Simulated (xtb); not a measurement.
Cl3La, charge +1, doublet, from a rough starting geometry (GFN-xTB shapes and energies of metal compounds can be far from the true ones) (the multiplicity is a formal guess); xtb with GFN2-xTB.

Input for xtb:
```
$ xtb mol.xyz --gfn 2 --chrg 1 --uhf 1 --opt vtight --json

# file mol.xyz
4

La     0.02065506    -0.00157670     0.00179235
Cl    -2.23281226    -1.25586618    -0.30960615
Cl     0.13888532     2.49362500    -0.73193778
Cl     2.04327686    -1.09160147     1.06795026
```

What the program printed (banner, timings and long lists left out):

```
   ID    Z sym.   atoms
    1   57 La     1
    2   17 Cl     2-4

           -------------------------------------------------
          |                Calculation Setup                |
           -------------------------------------------------

           -------------------------------------------------
          |                 G F N 2 - x T B                 |
           -------------------------------------------------

          ...................................................
          :                      SETUP                      :
          :.................................................:
          :  # basis functions                  40          :
          :  # atomic orbitals                  36          :
          :  # shells                           12          :
          :  # electrons                        23          :
          :  max. iterations                   250          :
          :  Hamiltonian                  GFN2-xTB          :
          :  restarted?                      false          :
          :  GBSA solvation                  false          :
          :  PC potential                    false          :
          :  electronic temp.          300.0000000     K    :
          :  accuracy                    1.0000000          :
          :  -> integral cutoff          0.2500000E+02      :
          :  -> integral neglect         0.1000000E-07      :
          :  -> SCF convergence          0.1000000E-05 Eh   :
          :  -> wf. convergence          0.1000000E-03 e    :
          :  Broyden damping             0.4000000          :
          :  net charge                          1          :
          :  unpaired electrons                  1          :
          ...................................................

 iter      E             dE          RMSdq      gap      omega  full diag
   1      1.5149757  0.151498E+01  0.588E+01    0.50       0.0  T
   2    -12.9977925 -0.145128E+02  0.298E+01   14.05       1.0  T
   3    -13.4401032 -0.442311E+00  0.255E+01   10.81       1.0  T
   4    -13.5152004 -0.750972E-01  0.248E+01    9.67       1.0  T
   5    -13.5527574 -0.375569E-01  0.246E+01    9.77       1.0  T
   6    -13.5072271  0.455303E-01  0.254E+01    9.73       1.0  T
   7    -13.4274624  0.797647E-01  0.279E+01    9.84       1.0  T
   8    -13.4354502 -0.798778E-02  0.277E+01    9.84       1.0  T
   9      1.3855231  0.148210E+02  0.578E+01    2.15       1.0  T
  10      1.5022968  0.116774E+00  0.580E+01    2.32       1.0  T
  11     -1.5034400 -0.300574E+01  0.517E+01    0.35       1.0  T
  12     -6.9182600 -0.541482E+01  0.384E+01    0.09       1.0  T
  13     -0.8304310  0.608783E+01  0.537E+01    0.46       1.0  T
  14     -2.5071025 -0.167667E+01  0.505E+01    0.18       1.0  T
  15     -3.0913413 -0.584239E+00  0.492E+01    0.14       1.0  T
  16     -0.6218280  0.246951E+01  0.537E+01    0.57       1.0  T
  17     -7.1116445 -0.648982E+01  0.367E+01    0.10       1.0  T
  18     -7.1133752 -0.173065E-02  0.367E+01    0.10       1.0  T
  19     -6.1534919  0.959883E+00  0.398E+01    0.03       1.0  T
  20     -7.1743646 -0.102087E+01  0.362E+01    0.10       1.0  T
  21     -7.4525849 -0.278220E+00  0.352E+01    0.09       1.0  T
  22     -8.1344558 -0.681871E+00  0.330E+01    0.06       1.0  T
  23     -8.2762203 -0.141765E+00  0.328E+01    0.06       1.0  T
  24     -8.1479142  0.128306E+00  0.332E+01    0.06       1.0  T
  25     -9.7916052 -0.164369E+01  0.284E+01    0.04       1.0  T
  26    -14.0270734 -0.423547E+01  0.182E+01    2.85       1.0  T
  27    -14.1080679 -0.809945E-01  0.164E+01    1.82       1.0  T
  28    -13.9151846  0.192883E+00  0.195E+01    5.01       1.0  T
  29    -13.9708039 -0.556194E-01  0.175E+01    3.74       1.0  T
  30    -13.9021153  0.686886E-01  0.144E+01    0.24       1.0  T
  31    -14.0507927 -0.148677E+00  0.159E+01    3.71       1.0  T
  32    -14.1500850 -0.992923E-01  0.151E+01    2.87       1.0  T
[...]
 * total energy  :   -14.5051139 Eh     change       -0.1261893E-03 Eh
 * total energy  :   -14.5055499 Eh     change       -0.4360576E-03 Eh
 * total energy  :   -14.5053827 Eh     change        0.1672737E-03 Eh
 * total energy  :   -14.5057685 Eh     change       -0.3858915E-03 Eh
 * total energy  :   -14.5059880 Eh     change       -0.2194849E-03 Eh
 * total energy  :   -14.5060699 Eh     change       -0.8187413E-04 Eh
 * total energy  :   -14.5060800 Eh     change       -0.1011066E-04 Eh
 * total energy  :   -14.5060833 Eh     change       -0.3331201E-05 Eh
 * total energy  :   -14.5060820 Eh     change        0.1348451E-05 Eh
 * total energy  :   -14.5060841 Eh     change       -0.2108444E-05 Eh
 * total energy  :   -14.5060841 Eh     change        0.4821461E-07 Eh
 * total energy  :   -14.5060841 Eh     change       -0.6897267E-07 Eh
   *** GEOMETRY OPTIMIZATION CONVERGED AFTER 25 ITERATIONS ***
         :: total energy             -14.506084129018 Eh    ::
[...]
         2        2.0000           -1.2609732             -34.3128
         3        2.0000           -1.2556474             -34.1679
         4        2.0000           -0.7770741             -21.1453
         5        2.0000           -0.6619830             -18.0135
         6        2.0000           -0.6474333             -17.6176
         7        2.0000           -0.6431103             -17.4999
         8        2.0000           -0.6328552             -17.2209
         9        2.0000           -0.6308899             -17.1674
        10        1.9910           -0.6201936             -16.8763
        11        1.9893           -0.6200244             -16.8717
        12        1.0197           -0.6120162             -16.6538 (HOMO)
        13                         -0.5602132             -15.2442 (LUMO)
        14                         -0.5575037             -15.1704
        15                         -0.5553306             -15.1113
        16                         -0.5517903             -15.0150
        17                         -0.5517556             -15.0140
        18                         -0.5276525             -14.3582
        19                         -0.1921388              -5.2284
        20                         -0.1901323              -5.1738
        21                         -0.1899239              -5.1681
        22                         -0.1895079              -5.1568
        23                         -0.1894577              -5.1554
       ...                                ...                  ...
        36                          0.6322900              17.2055
      -------------------------------------------------------------
                  HL-Gap            0.0518030 Eh            1.4096 eV
             Fermi-level           -0.6009354 Eh          -16.3523 eV

     #   Z          covCN         q      C6AA      α(0)
     1  57 La       2.117     0.702   779.437    80.370
     2  17 Cl       0.707     0.043    97.597    15.110
     3  17 Cl       0.972     0.128    95.450    14.947
     4  17 Cl       0.972     0.128    95.450    14.947

 Mol. C6AA /au·bohr⁶  :       3154.553334
 Mol. C8AA /au·bohr⁸  :     398553.938327
 Mol. α(0) /au        :        125.373338

Wiberg/Mayer (AO) data.
largest (>0.10) Wiberg bond orders for each atom

 ---------------------------------------------------------------------------
     #   Z sym  total        # sym  WBO       # sym  WBO       # sym  WBO
 ---------------------------------------------------------------------------
     1  57 La   2.611 --     2 Cl   1.068     3 Cl   0.772     4 Cl   0.772
     2  17 Cl   1.526 --     1 La   1.068     4 Cl   0.229     3 Cl   0.229
     3  17 Cl   1.535 --     1 La   0.772     4 Cl   0.534     2 Cl   0.229
     4  17 Cl   1.535 --     1 La   0.772     3 Cl   0.534     2 Cl   0.229
 ---------------------------------------------------------------------------

Topologies differ in total number of bonds
Writing topology from bond orders to xtbtopo.mol

molecular dipole:
                 x           y           z       tot (Debye)
 q only:        0.478      -0.301      -1.342
   full:        0.474      -0.543      -1.861       5.072
molecular quadrupole (traceless):
                xx          xy          yy          xz          yz          zz
 q only:       -1.644       0.039      -0.637       0.241       1.695       2.281
  q+dip:       -2.815      -0.235      -1.753      -0.722       2.888       4.568
   full:       -2.746      -1.578      -0.295      -0.272       1.016       3.041

optimized geometry written to: xtbopt.xyz

           -------------------------------------------------
          | TOTAL ENERGY              -14.506084129018 Eh   |
          | GRADIENT NORM               0.000023101920 Eh/α |
          | HOMO-LUMO GAP               1.409630173544 eV   |
           -------------------------------------------------

normal termination of xtb
```
